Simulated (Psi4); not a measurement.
HS₂ (SMILES [S]S), doublet, at a GFN2-xTB geometry, with bond 3-2 at 3.0 times its length; HF/cc-pVDZ (Psi4 1.11).

The Psi4 input:
```
memory 2 GB

molecule mol {
0 2
  S     0.910678   -0.451848   -0.020820
  S    -0.805737    0.486376    0.019108
  H    -3.425686   -2.630104    0.043942
}

set basis cc-pvdz
set reference uhf
set stability_analysis check
set scf_type pk

energy('scf')
print_variables()
```

The log (banner, timings and long lists left out):

```
   => Loading Basis Set <=

    Name: CC-PVDZ
    Role: ORBITAL
    Keyword: BASIS

         ---------------------------------------------------------
                                   SCF
               by Justin Turney, Rob Parrish, Andy Simmonett
                          and Daniel G. A. Smith
                              UHF Reference
         ---------------------------------------------------------

  ==> Geometry <==

    Molecular point group: cs
    Full point group: Cs

    Geometry (in Angstrom), charge = 0, multiplicity = 2:

       Center              X                  Y                   Z               Mass
    ------------   -----------------  -----------------  -----------------  -----------------
         S            0.912403788285    -0.428047687674     0.000000000000    31.972071174400
         S           -0.804459407413     0.510205870188     0.000000000000    31.972071174400
         H           -3.424409314857    -2.606372311575     0.000000000000     1.007825032230

  Running in cs symmetry.

  Rotational constants: A =      1.13905  B =      0.25795  C =      0.21032 [cm^-1]
  Rotational constants: A =  34147.99511  B =   7733.09501  C =   6305.22486 [MHz]
  Nuclear repulsion =   73.064383578193997

  Charge       = 0
  Multiplicity = 2
  Electrons    = 33
  Nalpha       = 17
  Nbeta        = 16

  ==> Algorithm <==

  SCF Algorithm Type is PK.
  DIIS enabled.
  MOM disabled.
  Fractional occupation disabled.
  Guess Type is SAD.
  Energy threshold   = 1.00e-06
  Density threshold  = 1.00e-06
  Integral threshold = 1.00e-12

  ==> Primary Basis <==

  Basis Set: CC-PVDZ
    Blend: CC-PVDZ
    Number of shells: 19
    Number of basis functions: 41
    Number of Cartesian functions: 43
    Spherical Harmonics?: true
    Max angular momentum: 2

  ==> Integral Setup <==

  Using in-core PK algorithm.
   Calculation information:
      Number of atoms:                   3
      Number of AO shells:              19
      Number of primitives:            105
      Number of atomic orbitals:        43
      Number of basis functions:        41

      Integral cutoff                 1.00e-12
      Number of threads:                 1

  Performing in-core PK
  Using 742182 doubles for integral storage.
  We computed 16954 shell quartets total.
  Whereas there are 18145 unique shell quartets.

  ==> DiskJK: Disk-Based J/K Matrices <==

    J tasked:                  Yes
    K tasked:                  Yes
    wK tasked:                  No
    Schwarz Cutoff:          1E-12

  Minimum eigenvalue in the overlap matrix is 2.1289722549E-02.
  Reciprocal condition number of the overlap matrix is 7.5918179512E-03.
    Using symmetric orthogonalization.

  ==> Pre-Iterations <==

  SCF Guess: Superposition of Atomic Densities via on-the-fly atomic UHF (no occupation information).

   -------------------------
    Irrep   Nso     Nmo
   -------------------------
     A'        30      30
     A"        11      11
   -------------------------
    Total      41      41
   -------------------------

  ==> Iterations <==

                        Total Energy        Delta E     RMS |[F,P]|

   @UHF iter SAD:  -794.91518925956575   -7.94915e+02   0.00000e+00
   @UHF iter   1:  -795.19036681209479   -2.75178e-01   6.34982e-03 DIIS/ADIIS
   @UHF iter   2:  -795.10872312756885    8.16437e-02   1.36326e-02 DIIS/ADIIS
   @UHF iter   3:  -795.23701178500608   -1.28289e-01   8.64224e-03 DIIS/ADIIS
   @UHF iter   4:  -795.34733729715765   -1.10326e-01   5.10307e-03 DIIS/ADIIS
   @UHF iter   5:  -795.40318373079015   -5.58464e-02   4.28541e-03 DIIS/ADIIS
   @UHF iter   6:  -795.43430026837439   -3.11165e-02   4.54542e-03 DIIS/ADIIS
   @UHF iter   7:  -795.43180338441812    2.49688e-03   3.42886e-03 DIIS/ADIIS
   @UHF iter   8:  -795.37812643622328    5.36769e-02   2.02996e-03 DIIS/ADIIS
   @UHF iter   9:  -795.38394482819717   -5.81839e-03   1.58608e-03 DIIS/ADIIS
   @UHF iter  10:  -795.38436222598136   -4.17398e-04   1.03420e-03 DIIS/ADIIS
   @UHF iter  11:  -795.38542305789667   -1.06083e-03   9.58621e-04 DIIS/ADIIS
   @UHF iter  12:  -795.38417573271613    1.24733e-03   1.54359e-04 DIIS/ADIIS
   @UHF iter  13:  -795.38431045568780   -1.34723e-04   2.20743e-04 DIIS/ADIIS
   @UHF iter  14:  -795.38438477460079   -7.43189e-05   2.16544e-04 DIIS/ADIIS
   @UHF iter  15:  -795.38452570040931   -1.40926e-04   2.55502e-04 DIIS/ADIIS
   @UHF iter  16:  -795.38469003655371   -1.64336e-04   3.00505e-04 DIIS/ADIIS
   @UHF iter  17:  -795.38449774324954    1.92293e-04   1.10699e-04 DIIS/ADIIS
   @UHF iter  18:  -795.38446353912434    3.42041e-05   3.86382e-05 DIIS
   @UHF iter  19:  -795.38447382613845   -1.02870e-05   2.59612e-05 DIIS
   @UHF iter  20:  -795.38448283942193   -9.01328e-06   1.90511e-05 DIIS
   @UHF iter  21:  -795.38449077346934   -7.93405e-06   1.62319e-05 DIIS
   @UHF iter  22:  -795.38449289884272   -2.12537e-06   4.65997e-06 DIIS
   @UHF iter  23:  -795.38449295536589   -5.65232e-08   1.38144e-06 DIIS
   @UHF iter  24:  -795.38449295809164   -2.72576e-09   9.74833e-07 DIIS
  Energy and wave function converged.

    Negative totally symmetric eigenvalue detected: -0.328126
    Wavefunction unstable!
    Lowest UHF->UHF stability eigenvalues:
      Ap -0.328126      App 0.006849

    Stability analysis over.

  ==> Post-Iterations <==

   @Spin Contamination Metric:   3.962890008E-02
   @S^2 Expected:                7.500000000E-01
   @S^2 Observed:                7.896289001E-01
   @S   Expected:                5.000000000E-01
   @S   Observed:                5.000000000E-01

    Orbital Energies [Eh]
    ---------------------

    Alpha Occupied:

       1Ap   -92.053317     2Ap   -92.052164     3Ap    -9.052344
       4Ap    -9.048810     1App   -6.742459     2App   -6.733168
       5Ap    -6.730212     6Ap    -6.729992     7Ap    -6.727876
       8Ap    -6.724435     9Ap    -1.107261    10Ap    -0.860358
       3App   -0.548557    11Ap    -0.538444    12Ap    -0.485953
       4App   -0.398569    13Ap    -0.270301

    Alpha Virtual:

      14Ap    -0.130909    15Ap     0.117392    16Ap     0.465353
       5App    0.577448    17Ap     0.588098    18Ap     0.603470
      19Ap     0.612375     6App    0.626359    20Ap     0.640883
       7App    0.668376    21Ap     0.668546     8App    0.703764
      22Ap     0.703960    23Ap     0.725354     9App    0.812745
      24Ap     0.813310    25Ap     0.855246    26Ap     1.024343
      10App    1.053350    27Ap     1.074391    28Ap     1.457799
      29Ap     1.505683    11App    1.505696    30Ap     1.506436

    Beta Occupied:

       1Ap   -92.049618     2Ap   -92.044859     3Ap    -9.046049
       4Ap    -9.043079     5Ap    -6.727921     6Ap    -6.727570
       7Ap    -6.725413     8Ap    -6.720785     1App   -6.716408
       2App   -6.709978     9Ap    -1.071148    10Ap    -0.792113
      11Ap    -0.519864    12Ap    -0.474254     3App   -0.426269
      13Ap    -0.260556

    Beta Virtual:

      14Ap    -0.128437     4App   -0.020571    15Ap     0.133777
      16Ap     0.472492    17Ap     0.588969    18Ap     0.612016
       5App    0.612087    19Ap     0.620582    20Ap     0.642344
      21Ap     0.682844     6App    0.691703    22Ap     0.721435
       7App    0.721924     8App    0.746338    23Ap     0.748453
      24Ap     0.861233     9App    0.862957    25Ap     0.872328
      26Ap     1.038437    27Ap     1.077760    10App    1.097841
      28Ap     1.471807    29Ap     1.507456    11App    1.507458
      30Ap     1.508217

    Final Occupation by Irrep:
             Ap   App
    DOCC [    13,    3 ]
    SOCC [     0,    1 ]
    NA   [    13,    4 ]
    NB   [    13,    3 ]

  @UHF Final Energy:  -795.38449295809164

   => Energetics <=

    Nuclear Repulsion Energy =             73.0643835781939970
    One-Electron Energy =               -1244.0381734483382843
    Two-Electron Energy =                 375.5892969120526459
    Total Energy =                       -795.3844929580915277

  UHF NO Occupations:
  HONO-2 :    3App 1.9957253
  HONO-1 :   13 Ap 1.9877802
  HONO-0 :    4App 1.0000000
  LUNO+0 :   14 Ap 0.0122198
  LUNO+1 :    5App 0.0042747
  LUNO+2 :   15 Ap 0.0022229
  LUNO+3 :   16 Ap 0.0008918

Computation Completed

Properties will be evaluated at   0.000000,   0.000000,   0.000000 [a0]

Properties computed using the SCF density matrix

 Multipole Moments:

 ------------------------------------------------------------------------------------
     Multipole            Electronic (a.u.)      Nuclear  (a.u.)        Total (a.u.)
 ------------------------------------------------------------------------------------

 L = 1.  Multiply by 2.5417464519 to convert [e a0] to [Debye]
 Dipole X            :          3.9378058           -3.2074307            0.7303751
 Dipole Y            :          2.8931671           -2.4412264            0.4519407
 Dipole Z            :          0.0000000            0.0000000            0.0000000
 Magnitude           :                                                    0.8588936

 ------------------------------------------------------------------------------------

  Variable Map:
  ----------------------------------------------------------------------------
  "CURRENT ENERGY"           =>    -795.384492958092
  "CURRENT REFERENCE ENERGY" =>    -795.384492958092
  "DD SOLVATION ENERGY"      =>       0.000000000000
  "HF KINETIC ENERGY"        =>     795.208746544853
  "HF POTENTIAL ENERGY"      =>   -1590.593239502944
  "HF TOTAL ENERGY"          =>    -795.384492958092
  "HF VIRIAL RATIO"          =>       2.000221006640
  "NUCLEAR REPULSION ENERGY" =>      73.064383578194
  "ONE-ELECTRON ENERGY"      =>   -1244.038173448338
  "PCM POLARIZATION ENERGY"  =>       0.000000000000
  "PE ENERGY"                =>       0.000000000000
  "SCF ITERATION ENERGY"     =>    -795.384492958092
  "SCF ITERATIONS"           =>      24.000000000000
  "SCF TOTAL ENERGY"         =>    -795.384492958092
  "TWO-ELECTRON ENERGY"      =>     375.589296912053
```
